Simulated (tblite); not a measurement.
Input of a run (GFN2-xTB geometry optimisation, gas phase (tblite 0.8.0)), started from a force field or distance geometry:
```
{"job": {"kind": "relax", "xc": "GFN2-xTB", "basis": "xTB"}, "charge": 0, "multiplicity": 2}
C      2.737800     0.630400    -0.485100
C      1.529100     0.161100    -0.865700
C      0.350100     0.069100     0.001000
C     -0.599100     1.274100     0.041600
C     -1.993200     0.703300     0.047900
C     -1.960900    -0.791500    -0.053200
C     -0.500000    -1.170500    -0.048300
C      0.373700    -0.902800     1.159000
H      2.904700     0.994500     0.524800
H      3.554600     0.663000    -1.178200
H      1.416000    -0.192600    -1.883300
H     -0.430400     1.849100     0.960600
H     -0.470500     1.920000    -0.809800
H     -2.888000     1.297600     0.069000
H     -2.485300    -1.235900     0.796500
H     -2.434200    -1.115200    -0.968600
H     -0.249900    -1.990400    -0.698300
H     -0.106400    -0.623500     2.086600
H      1.242200    -1.530500     1.296100
```

Output (eV, eV/Å):
```
step      E/eV     max force
  0    -615.24727    2.139
  1    -615.30351    1.785
  2    -615.33384    0.392
  3    -615.34523    0.248
  4    -615.36703    0.306
  5    -615.37427    0.199
  6    -615.37894    0.187
  7    -615.38143    0.158
  8    -615.38467    0.140
  9    -615.38760    0.148
 10    -615.39050    0.134
 11    -615.39329    0.149
 12    -615.39640    0.149
 13    -615.39959    0.126
 14    -615.40226    0.103
 15    -615.40406    0.074
 16    -615.40523    0.061
 17    -615.40602    0.057
 18    -615.40663    0.064
 19    -615.40716    0.065
 20    -615.40771    0.055
 21    -615.40830    0.074
 22    -615.40895    0.071
 23    -615.40968    0.073
 24    -615.41050    0.078
 25    -615.41137    0.070
 26    -615.41224    0.083
 27    -615.41307    0.075
 28    -615.41390    0.069
 29    -615.41481    0.083
 30    -615.41583    0.074
 31    -615.41688    0.069
 32    -615.41775    0.062
 33    -615.41829    0.045
 34    -615.41860    0.033
 35    -615.41887    0.035
 36    -615.41919    0.050
 37    -615.41955    0.051
 38    -615.41990    0.053
 39    -615.42020    0.046
 40    -615.42051    0.045
 41    -615.42089    0.059
 42    -615.42136    0.054
 43    -615.42186    0.070
 44    -615.42231    0.064
 45    -615.42270    0.045
 46    -615.42309    0.052
 47    -615.42350    0.050
 48    -615.42392    0.069
 49    -615.42430    0.056
 50    -615.42458    0.036
 51    -615.42475    0.025
 52    -615.42487    0.025
 53    -615.42498    0.027
 54    -615.42511    0.029
 55    -615.42528    0.033
 56    -615.42550    0.037
 57    -615.42577    0.053
 58    -615.42616    0.057
 59    -615.42670    0.063
 60    -615.42740    0.075
 61    -615.42823    0.087
 62    -615.42922    0.095
 63    -615.43044    0.112
 64    -615.43169    0.105
 65    -615.43272    0.074
 66    -615.43337    0.080
 67    -615.43370    0.128
 68    -615.43448    0.065
 69    -615.43531    0.067
 70    -615.43621    0.078
 71    -615.43750    0.073
 72    -615.43900    0.107
 73    -615.44032    0.115
 74    -615.44014    0.202
 75    -615.44198    0.176
 76    -615.44347    0.126
 77    -615.44565    0.140
 78    -615.44622    0.360
 79    -615.45012    0.158
 80    -615.45156    0.090
 81    -615.45370    0.377
 82    -615.45621    0.107
 83    -615.45730    0.070
 84    -615.45864    0.089
 85    -615.45922    0.066
 86    -615.46074    0.073
 87    -615.46170    0.116
 88    -615.46273    0.113
 89    -615.46384    0.089
 90    -615.46484    0.058
 91    -615.46526    0.158
 92    -615.46591    0.084
 93    -615.46625    0.068
 94    -615.46654    0.052
 95    -615.46672    0.047
 96    -615.46704    0.056
 97    -615.46735    0.057
 98    -615.46768    0.059
 99    -615.46799    0.048
100    -615.46828    0.054
101    -615.46856    0.047
102    -615.46889    0.083
103    -615.46935    0.081
104    -615.47021    0.085
105    -615.47131    0.095
106    -615.46959    0.246
107    -615.46953    0.394
108    -615.47228    0.259
109    -615.47391    0.082
110    -615.47505    0.085
111    -615.47010    0.558
112    -615.47624    0.123
113    -615.47701    0.138
114    -615.47627    0.456
115    -615.47933    0.127
116    -615.48049    0.136
117    -615.47940    0.428
118    -615.48306    0.088
119    -615.48433    0.102
120    -615.48393    0.369
121    -615.48761    0.094
122    -615.48913    0.090
123    -615.48883    0.422
124    -615.49259    0.087
125    -615.49397    0.083
126    -615.49096    0.400
127    -615.49617    0.080
128    -615.49709    0.068
129    -615.49681    0.260
130    -615.49894    0.051
131    -615.49953    0.065
132    -615.49993    0.219
133    -615.50095    0.038
134    -615.50118    0.035
135    -615.50151    0.055
136    -615.50159    0.042
137    -615.50166    0.019
138    -615.50172    0.014
139    -615.50174    0.015
140    -615.50179    0.013
141    -615.50182    0.013
142    -615.50184    0.014
143    -615.50186    0.015
144    -615.50188    0.015
145    -615.50190    0.014
146    -615.50193    0.012
147    -615.50194    0.013
148    -615.50195    0.011
149    -615.50197    0.009
```

Question: Summarise the run.

Answer: The energy falls by 0.255 eV over 149 L-BFGS steps, the largest force on an atom goes from 2.14 to 0.009 eV/Å, and the atoms move by 0.822 Å rms after alignment. The bond that changes most is C1=C2 (ends: carbon bonded to C and 2 H; carbon bonded to 2 C and H), which shortens by 0.027 Å. Bonds longer at the end by more than 0.005 Å: 3 of 20; shorter: 6. Among the angles that change most is C4–C3–C8, from 119.6° to 114.0°. Among the dihedrals that turn most is H11–C2–C3–C8, from 112° to -144°. The energy rose by more than 1e-5 eV at steps 74, 106, 107, 111, 114, 117, 120 and 123 and later ones. The first step brought 22 % of the lowering.

Question: What are the final bond lengths?

Answer: C1=C2 1.324 Å, C2–C3 1.471 Å, C3–C4 1.521 Å, C4–C5 1.481 Å, C5–C6 1.482 Å, C6–C7 1.513 Å, C7–C8 1.493 Å, C3–C7 1.518 Å, C3–C8 1.511 Å, C1–H9 1.077 Å, C1–H10 1.076 Å, C2–H11 1.083 Å, C4–H12 1.098 Å, C4–H13 1.101 Å, C5–H14 1.073 Å, C6–H15 1.098 Å, C6–H16 1.101 Å, C7–H17 1.080 Å, C8–H18 1.080 Å, C8–H19 1.079 Å. Numbering counts from 1 in the input's order; the species is `[CH]1C[C@@]2([C@H](C1)C2)C=C` [radical].

The run took 0.97 s of wall time on one thread of an Arm Neoverse V1, shared host with 32 logical CPUs at a one-minute load of 16.

Its GFN2-xTB frequencies are all real (lowest 89 cm⁻¹).

One conformer stands for the species.

These are computed values.
